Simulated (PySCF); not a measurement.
Si(OSiH3)(F)2(Me) (CH6F2OSi2), SMILES C[Si](F)(F)O[SiH3].

The structure is a stationary point at ωB97X-D3(BJ)/def2-SVP. Other conformers were not sampled.

The numbers are results of TDA-PBE/def2-SVPD run with PySCF, not measurements.

Vertical excitations. 

```tsv
state	energy (eV)	λ (nm)	f	main pairs
S1	6.92	179	0.001	HOMO→LUMO 99 %
S2	7.09	175	0.006	HOMO−1→LUMO 99 %
S3	7.77	160	0.012	HOMO→LUMO+1 98 %
S4	7.85	158	0.107	HOMO−2→LUMO 98 %
S5	7.93	156	0.008	HOMO−1→LUMO+1 98 %
S6	8.13	152	0.037	HOMO→LUMO+2 95 %
S7	8.29	149	0.034	HOMO−1→LUMO+2 92 %
S8	8.48	146	0.007	HOMO→LUMO+4 50 %, HOMO−1→LUMO+3 25 %, HOMO→LUMO+3 16 %
S9	8.53	145	0.003	HOMO−3→LUMO 83 %
S10	8.60	144	0.085	HOMO→LUMO+3 57 %, HOMO→LUMO+4 9 %, HOMO−3→LUMO 9 %
T1	6.61	188	0	HOMO→LUMO 99 %
T2	6.76	183	0	HOMO−1→LUMO 98 %
T3	7.59	163	0	HOMO→LUMO+1 90 %
T4	7.65	162	0	HOMO−2→LUMO 96 %
```
Triplets are in the Tamm–Dancoff approximation.
